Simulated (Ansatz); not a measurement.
An input meant for [TaO2Cl2]- (TaCl₂O₂⁻) (charge -1, singlet; atoms displaced at random, 0.03 Å in each coordinate).

```yaml
crystal:
  periodic: [false, false, false]
  atoms:
    - {symbol: Ta, position_ang: [0.024639, 0.015366, 0.092506]}
    - {symbol: O, position_ang: [0.127379, -0.039692, 1.852811]}
    - {symbol: O, position_ang: [1.740768, 0.000998, -0.479436]}
    - {symbol: Cl, position_ang: [-0.866238, -1.685183, -0.697640]}
    - {symbol: Cl, position_ang: [-0.916238, -1.985183, -0.747640]}
basis:
  gaussian: {orbitals: def2-TZVP, nuclear_model: gaussian}
total_charge: -1
hamiltonian: {xc: {name: RPBE}, dispersion: d3bj, pseudopotentials: {relativity: none}}
```

```sh
$ ansatz run in.yaml --threads 4 --pin off --events-out ev --progress --plain --max-ram 3916MiB
```

It prints (some lines left out):

```
Functional definition: RPBE
1148 factors; their error is unknown
mean field evaluation 1: about -27842.8075 eV, gradient 4.0e2 eV
mean field evaluation 2: about -25561.2069 eV, gradient 6.1e2 eV
mean field evaluation 4: about -27894.4174 eV, gradient 2.8e2 eV
mean field evaluation 8: about -28000.4236 eV, gradient 2.0e2 eV
mean field evaluation 16: about -28081.7857 eV, gradient 4.1e0 eV
mean field evaluation 32: about -28078.7587 eV, gradient 4.3e1 eV
mean field evaluation 64: about -28081.3301 eV, gradient 3.1e0 eV
a density is far from that of the atoms, so the factors are made again for it
1372 factors; integrals over basis functions are off by at most 1.1e-3 eV
mean field -28081.85962855 eV, -1031.9893067811 hartree, gradient 2.2e-5 eV, S^2 0.000000; 0 other end points of the search recorded, 0 dependent functions left out
reference -28081.85967148 eV, -1031.9893083587 hartree; 32, 32 occupied and 144, 144 virtual orbitals, 1372 factors
Total energy: -28083.56166294 eV, -1032.0518553911 hartree
```

(1) What is wrong with this run?

## Answers

(1) One atom was put on top of another. The calculation finished and met its thresholds. The result belongs to that input, not to the species as meant. The highest occupied level of an anion often lies above zero with these methods, and sets without diffuse functions describe the outer electron poorly.
